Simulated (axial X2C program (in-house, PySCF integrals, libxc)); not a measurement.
# SnSe⁺ along the bond: PBE0, spin-free

All values were computed with an axial X2C code built on PySCF integrals. Spin-free means the one-electron spin-free X2C Hamiltonian. Basis: Sn dyall-cv3z [11s12p9d4f1g], Se dyall-cv3z [8s9p6d4f1g] (cores contracted in-house); Gaussian nuclei, density fitting, unrestricted open shells. Masses: Sn 119.902 u, Se 79.917 u.

State: M_S = 1/2, Λ = 1 (beyond evenly filled blocks: π+α, π+β, π-α). Dipoles are positive if Se is the positive end and refer to the centre of mass.

```
R (Å)   μ (D)  HOMO (eV)  LUMO (eV)   ⟨S²⟩
2.170  -1.103     -13.38     -11.71  0.756
2.269  -1.577     -13.39     -11.35  0.758
2.344  -1.936     -13.21     -11.10  0.760
2.419  -2.290     -12.96     -10.87  0.762
2.494  -2.639     -12.71     -10.65  0.766
2.581  -3.029     -12.45     -10.42  0.772
2.669  -3.397     -12.20     -10.22  0.781
2.781  -3.821     -11.91      -9.99  0.801
2.918  -4.217     -11.58      -9.78  0.851
3.118  -4.318     -11.20      -9.57  1.034
```

The minimum lies at 2.487 Å. What is the dipole moment there?

At PBE0, spin-free, with the sign and origin stated: μ = -2.60 D.

The state is one determinant whose occupation by symmetry is held fixed; it was picked as the lowest of a PBE0 search that is not exhaustive. Without a current term, density functionals place determinants with orbital angular momentum somewhat too high. The determinant is spin-polarised beyond a pure state at some levels (its spin-free form has ⟨S²⟩ too high), which makes Re and μ there less reliable.
